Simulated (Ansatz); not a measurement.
Program: Ansatz. Geometries: PBE0-D4/def2-TZVP. ΔE: electronic, gas phase. CCSD(T)/CBS is the MP2 limit (def2-TZVPP, def2-QZVPP) plus CCSD(T) − MP2 in def2-TZVPP, frozen cores. This one scheme is used for every species. DFT in def2-TZVPP. For Ge outer-core shells are correlated without core-valence functions, which leaves a few kJ/mol of doubt a bond. Scalar relativity is left out up to krypton. One conformer a species, not always the lowest.

`C=C=C[CH2][GeH3]` + H₂ → `[CH3][GeH3]` + `C=C=C`  (hydrogenolysis of a C–C bond)

```
           species  ωB97M-V energy (Eh)
`C=C=C[CH2][GeH3]`          -2234.02312
                H₂             -1.16132
     `[CH3][GeH3]`          -2118.56722
           `C=C=C`           -116.64045
```

(1) Work out ΔE.

Largest T1 diagnostic among the species: 0.012.

Results:

(1) ΔE = (-2118.56722) + (-116.64045) − (-2234.02312) − (-1.16132) = -0.02323 Eh = -14.6 kcal/mol. CCSD(T)/CBS gives -13.4 kcal/mol.

The D4 term adds +2.8 kcal/mol with B3LYP and +1.6 kcal/mol with PBE0; it sums over pairs of atoms, weighted by their polarisabilities, and B3LYP, whose exchange is more repulsive, gets the larger term. In def2-TZVPP, CCSD(T) changes the Hartree–Fock value by +6.0 kcal/mol (the triples alone add +1.3 kcal/mol) and MP2 by +7.7 kcal/mol. From PBE to PBE0 (25 % exact exchange), in def2-TZVPP and without D4, ΔE moves by −0.8 kcal/mol.

B3LYP here is the variant with VWN-RPA as its local correlation; programs differ in this.
